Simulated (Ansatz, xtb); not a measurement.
Two isomers of C4H7FSi

We compare X, `C=C(F)/C=C/[SiH3]`, a singlet, with Y, `C=C/C(F)=C\[SiH3]`, a singlet. Both are isolated molecules in the gas phase, relaxed with PBE0-D3(BJ)/def2-SVP; the shapes shown needn't be the lowest conformers.

X (Å):

```xyz
13

C    -2.5569    0.8574   -1.7015
C    -1.3072    0.5281   -1.3585
C    -0.7956    0.4351    0.0010
C     0.4703    0.0999    0.3090
F    -0.4098    0.2506   -2.3082
Si    1.1095   -0.0146    2.0575
H    -3.2902    1.0841   -0.9281
H    -2.8550    0.9029   -2.7496
H    -1.5278    0.6621    0.7837
H     1.1468   -0.1137   -0.5277
H     0.0016    0.3225    3.0026
H     2.2466    0.9334    2.2706
H     1.6079   -1.3938    2.3519
```

Y (Å):

```xyz
13

C    -2.9784    0.1472   -0.1299
C    -1.6683    0.1883    0.1410
C    -0.6669    0.6916   -0.7871
C     0.6583    0.7687   -0.5801
F    -1.1771    1.1082   -1.9510
Si    1.5523    0.2428    0.9707
H    -3.6933   -0.2393    0.5993
H    -3.3652    0.5004   -1.0885
H    -1.2914   -0.1679    1.1047
H     1.2417    1.1844   -1.4088
H     1.1800    1.0968    2.1422
H     3.0201    0.3692    0.7343
H     1.2407   -1.1753    1.3328
```

**Question.** Estimate which is lower in electronic energy at CCSD(T)/def2-SVP + ΔMP2/def2-TZVPP, and by roughly how much.

**Answer.** Too close to call at this level: CCSD(T)/def2-SVP + ΔMP2/def2-TZVPP gives E(Y) − E(X) = −0.10 kcal/mol.

How the difference moves with the method:

| level | geometry | E(Y) − E(X) (kcal/mol) | departure from the last row (kcal/mol) | job, with rough time for the two |
| --- | --- | --- | --- | --- |
| GFN2-xTB | GFN2-xTB | −1.18 | −1.08 | optimisation, 0.29 s |
| HF/STO-3G | GFN2-xTB | +0.71 | +0.81 | single point, 0.59 s |
| r2SCAN-D4/def2-SVP | GFN2-xTB | −0.31 | −0.21 | single point, 4.9 s |
| PBE0-D3(BJ)/def2-SVP | PBE0-D3(BJ)/def2-SVP | −0.22 | −0.13 | optimisation, 66 s |
| HF/def2-SVP | PBE0-D3(BJ)/def2-SVP | +0.49 | +0.59 | part of the CCSD(T) run |
| MP2/def2-SVP | PBE0-D3(BJ)/def2-SVP | −0.04 | +0.05 | part of the CCSD(T) run |
| CCSD(T)/def2-SVP | PBE0-D3(BJ)/def2-SVP | +0.06 | +0.16 | single point |
| CCSD(T)/def2-SVP + ΔMP2/def2-TZVPP | PBE0-D3(BJ)/def2-SVP | −0.10 |  | single point, 70 s |

As drawn, both hold the same kinds of bond in the same numbers.

The largest departure from CCSD(T)/def2-SVP + ΔMP2/def2-TZVPP is that of GFN2-xTB, 1.08 kcal/mol. The last row adds to CCSD(T) the change of the MP2 difference between the two basis sets, here −0.16 kcal/mol.

With thermal terms from frequencies at re-optimised GFN2-xTB minima (ideal gas, soft modes damped towards free rotors, one conformer each, 298.15 K, 1 atm): the zero-point term adds +0.11 kcal/mol; ΔH is −0.03 and ΔG +0.15 kcal/mol.

The correlated steps freeze 10 core orbitals. Codes used: Ansatz 0.2.0, xtb 6.7.1; the last row on 2 threads of AMD EPYC 7R43 64-Core Processor (Zen 3) on a shared host.
